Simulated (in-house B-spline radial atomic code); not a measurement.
## Ionising Se II (Se+) with different functionals

Computed with an all-electron radial atomic-structure program (B-spline basis): four-component Dirac-Coulomb Hamiltonian, Fermi nucleus of rms radius 4.14 fm, spin-restricted, spherical fractional occupations for the functionals, and exact exchange of hybrids averaged over the configuration. The ionisation energy is the difference of two self-consistent energies, [Ar] 3d10 4s2 4p3 → [Ar] 3d10 4s2 4p2, without Breit or QED terms; ε is the level of the shell that loses the electron (mean over j). The electron is taken from both j subshells in proportion to 2j + 1, so the result is a j average, not the step between ground levels.

| method | rung | ΔSCF (eV) | -ε(4p) (eV) |
| --- | --- | --- | --- |
| B97-1 | global hybrid | 20.30 | 16.51 |
| CAM-B3LYP | range-separated hybrid | 20.45 | 18.26 |
| HSE06 | range-separated hybrid | 20.38 | 16.39 |
| LC-wPBE | range-separated hybrid | 20.49 | 19.72 |

Problem. Among the functionals, which spreads more, the ΔSCF values or the orbital energies?

Solution. The orbital energies: ΔSCF values span about 0.19 eV and the orbital energies 3.33 eV; here energy differences depend much less on the functional than eigenvalues do.

Problem. How do they compare with the NIST value?

Solution. NIST lists 21.20 eV ± 0.01 (measured, ground level to ground level). Errors run from -0.90 to -0.71 eV. The correlated functionals all miss on the same side by more than they spread, so the cause is common to them (Breit-QED terms, spin polarisation, the choice among j levels, multiplet and fine-structure energies, or a listed next ion that isn't the cheapest removal here) and closeness doesn't rank the functionals.
